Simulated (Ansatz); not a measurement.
C$_{6}$H$_{3}$ClHf, SMILES `C#[C][Hf]([Cl])([C]#C)[C]#C` at its PBE0-D4/def2-TZVP geometry, where that method's forces vanish. The species carries charge 0 and has multiplicity 1. Hf takes the def2 core potential.

```xyz
11

C    -2.9467   -0.3798    1.1841
C    -1.8258   -0.0110    0.8923
Hf    0.1714    0.6206    0.3538
Cl    0.7162    2.5876    1.4743
C     0.2529    0.9385   -1.7839
C     0.2944    1.1007   -2.9879
C     1.5676   -0.9442    0.8826
C     2.3443   -1.8342    1.1694
H    -3.9310   -0.7043    1.4398
H     0.3306    1.2424   -4.0453
H     3.0260   -2.6163    1.4207
```

Q: What forces (eV/Å) does r2SCAN-D4/def2-TZVPP give on these atoms in the Gaussian-basis code of Ansatz? (An estimate is asked.)

A: Computed: 
```
C1  -0.394 -0.127  0.105
C2   0.302  0.095 -0.082
Hf3 -0.014 -0.052 -0.030
Cl4  0.029  0.108  0.061
C5  -0.012 -0.049  0.324
C6   0.015  0.060 -0.423
C7  -0.212  0.237 -0.081
C8   0.274 -0.311  0.103
H9   0.043  0.013 -0.012
H10 -0.002 -0.007  0.046
H11 -0.030  0.033 -0.012
```
